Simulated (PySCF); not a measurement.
Two-component Hartree-Fock for Ge⁺ (germanium, charge +1)

Start: [Ar] 3d10 4s2 4p1; 4p1/2 filled at m_j = +1/2. Calculated with PySCF 2.14 in x2c-TZVPall-2c with one added diffuse shell each of s, p, d type (7s8p5d1f, 63 functions): generalised Hartree-Fock with the X2C-1e Hamiltonian and a Gaussian nucleus; one run each with spin-orbit coupling (SO) switched off, then screened by Boettger's factors.

| spinor shell | electrons | ε, spin-free (eV) | ε, screened SO (eV) | weight of nominal j (screened SO) | rms radius, screened SO (bohr) |
| --- | --- | --- | --- | --- | --- |
| 1s1/2 | 2 | -11188.7 | -11188.4 | 1.000 | 0.0542 |
| 2s1/2 | 2 | -1463.2 | -1463.1 | 1.000 | 0.227 |
| 2p1/2 | 2 | -1275.0 | -1296.8 | 1.000 | 0.201 |
| 3s1/2 | 2 | -210.66 | -210.57 | 1.000 | 0.667 |
| 3p1/2 | 2 | -150.85 | -153.99 | 1.000 | 0.693 |
| 3p3/2 | 4 | -150.85 | -149.23 | 1.000 | 0.705 |
| 3d3/2 | 4 | -52.654 | -52.988 | 0.998 | 0.812 |
| 3d5/2 | 6 | -52.654 | -52.305 | 0.998 | 0.814 |
| 4s1/2 | 2 | -23.456 | -23.416 | 0.996 | 2.25 |
| 4p1/2 | 1 | -15.592 | -15.735 | 0.971 | 2.77 |

(1) Where does 2p3/2 lie, and what is the 2p spin-orbit splitting (screened SO)?

```json
{"quantity": "E (hartree)", "spin-free": "-2096.73799", "screened SO": "-2096.82033"}
{"quantity": "M_J", "spin-free": "1/2", "screened SO": "1/2"}
{"quantity": "⟨J²⟩", "spin-free": "1.063", "screened SO": "0.850"}
{"quantity": "⟨L²⟩", "spin-free": "2.043", "screened SO": "2.044"}
{"quantity": "⟨S²⟩", "spin-free": "0.764", "screened SO": "0.766"}
```

Each row is a mean over spinors that exchange with the open shell spreads, by up to 0.465 eV (3p1/2).

⟨J²⟩ departs a little from M_J(M_J + 1) because the unrestricted spinors polarise the closed shells.

Without spin-orbit coupling the j labels of p, d and f shells carry no meaning; the spin-free column gives the mean over the occupied spinors of each nl shell, and its ⟨J²⟩ belongs to a mixture of degenerate components.

Results:

(1) At -1264.4 eV, 32.482 eV above 2p1/2.
